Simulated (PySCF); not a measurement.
Compound: trisilylarsane, AsH9Si3.
SMILES: `[SiH3][As]([SiH3])[SiH3]`

Level of theory: PBE0-D3(BJ)/def2-SVP geometry optimisation, gas phase in PySCF.

Masses are those of the commonest isotopes; rigid-rotor values at the optimised geometry. 

(1) Give the principal moments of inertia and the rotational constants in cm⁻¹.

(2) What kind of rotor is it?

(3) Is it planar, by Δ = Ic − Ia − Ib?

(4) Give the other two planar moments, Paa and Pbb, and the rms extents of the mass along the axes.

(5) Where do the R-branch lines fall?

## Answers

(1) Ia = 275.73, Ib = 277.15, Ic = 401.23 u·Å²; 505379 MHz·u·Å²/I gives 1833, 1823 and 1260 MHz, that is A = 0.06114, B = 0.06082, C = 0.04201 cm⁻¹.

(2) An oblate symmetric top, as the point group C3v requires two equal moments; the computed ones differ by 0.52 % because the geometry is symmetric only within the optimiser's tolerance: κ = (2 × 1823 − 1833 − 1260)/(1833 − 1260) = 0.97.

(3) Not planar: Δ = Ic − Ia − Ib = -151.65 u·Å². For a rigid frame Δ = −2 Σ m c², so Σ m c² = 75.82 u·Å² lies off the ab plane: 12.61 from hydrogen and 63.22 from heavier atoms. The atom farthest from that plane is 2.03 Å away.

(4) Paa = Σ m a² = (Ib + Ic − Ia)/2 = 201.33 and Pbb = Σ m b² = (Ia + Ic − Ib)/2 = 199.90 u·Å². With the mass M = 167.92 u, the rms extents √(P/M) along a, b and c are 1.09, 1.09, 0.67 Å.

(5) The dipole of 0.51 D lies along the symmetry axis, so ΔK = 0 and J+1 ← J falls at 2B(J+1) for every K: 3.66 GHz, 7.31 GHz, 10.97 GHz, 14.63 GHz, 18.28 GHz for J = 0 to 4.

No PBE0-D3(BJ)/def2-SVP frequencies stand behind this structure, so it isn't proved a minimum. Constants of a rigid frame at the computed geometry: no zero-point averaging, no centrifugal distortion.
